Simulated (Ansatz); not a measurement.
System: C2H2F, charge 1, singlet. C2H2F+ (parent SMILES C=[C]F, singlet).
B3LYP-D3(BJ)/def2-TZVP minimum from Ansatz (a program for electronic structure):
```xyz
5

C     -1.2343     0.1785     0.0336
C      0.0127    -0.0018    -0.0003
F      1.2097    -0.1749    -0.0329
H     -1.6757     1.0619    -0.4404
H     -1.8818    -0.5476     0.5372
```
Charge +1, spin multiplicity 1.

Total energies in cc-pVDZ, 16 correlated electrons, 3 frozen orbitals. UHF or UKS for unpaired electrons; spin-orbit terms are left out. Correlated methods leave the cores frozen. No relativity. The spin of C2H2F+ (parent SMILES C=[C]F, singlet) was assumed, and the state is the lowest solution found for it.

| method | program | energy (Eh) | minus CCSDT(Q) (mEh) |
|---|---|---|---|
| HF | Ansatz | -175.93111 | 462.39 |
| MP2 | Ansatz | -176.35365 | 39.86 |
| CCSD | Ansatz | -176.37676 | 16.75 |
| CCSD(T) | Ansatz | -176.39142 | 2.09 |
| CCSDT(Q) | Ansatz | -176.39351 | 0.00 |

Rough core times of Ansatz's runs on a shared machine: CCSD(T) under 20 s, CCSDT(Q) 2 min.
